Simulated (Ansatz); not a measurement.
C2H5NOSi can be A, `OC1N=C1[SiH3]`, or B, `O=C/N=C\[SiH3]`.

Program: Ansatz. Geometries: PBE0-D4/def2-TZVP. ΔE: electronic, gas phase. CCSD(T)/CBS is the MP2 limit (def2-TZVPP, def2-QZVPP) plus CCSD(T) − MP2 in def2-TZVPP, frozen cores. Functionals use def2-TZVPP. B3LYP here is the variant with VWN-RPA as its local correlation; programs differ in this. One conformer a species, not always the lowest.

A:

```xyz
10

O    -1.5058    1.1321    1.1641
C    -1.1362    0.7743   -0.1179
N     0.0901    1.3788   -0.6877
C     0.1602    0.1726   -0.3103
Si    1.3728   -1.2291   -0.1288
H    -2.0112    1.9499    1.1237
H    -1.9610    0.5892   -0.8032
H     1.4530   -1.5765    1.3095
H     2.6940   -0.8091   -0.6518
H     0.8441   -2.3822   -0.8975
```

B:

```xyz
10

O     1.3786   -0.4876    1.5245
C     1.4828    0.5293    0.8905
N     0.4162    1.3535    0.5531
C    -0.6023    0.8901   -0.0456
Si   -0.8555   -0.8847   -0.6959
H     2.4572    0.9461    0.5828
H    -1.4262    1.5987   -0.1848
H    -1.7297   -0.7654   -1.8920
H    -1.5594   -1.6802    0.3382
H     0.4383   -1.4997   -1.0707
```

(1) Which is lower in electronic energy at CCSD(T)/CBS, and by how much? (An estimate is asked.)

(2) Give E(B) − E(A) in kJ/mol with MP2/def2-TZVPP, CCSD/def2-TZVPP, B3LYP-D4, PBE0-D4, B2PLYP, CCSD(T)/def2-SVP, HF/def2-TZVPP. (Best estimate.)

(3) Does the order hold for the free energy at 298.15 K (harmonic terms from PBE0-D4)? (Estimate.)

Largest T1 diagnostic: 0.017.

Answers

(1) Ansatz gave: B, by 88.2 kJ/mol.

(2) Computed: MP2/def2-TZVPP -79.6, CCSD/def2-TZVPP -90.2, B3LYP-D4 -107.0, PBE0-D4 -85.9, B2PLYP -98.7, CCSD(T)/def2-SVP -102.4, HF/def2-TZVPP -109.5. None reverses the order clearly.

(3) The calculation gave: Yes: G(B) − G(A) = -90.7 kJ/mol, for one conformer each. Modes under 60 cm⁻¹, often nearly free rotors, make the harmonic entropy too high.

From PBE to PBE0 (25 % exact exchange), in def2-TZVPP and without D4, E(B) − E(A) moves by +8.3 kJ/mol. In def2-TZVPP, CCSD(T) changes the Hartree–Fock value by +17.9 kJ/mol (the triples alone add −1.4 kJ/mol) and MP2 by +29.9 kJ/mol.
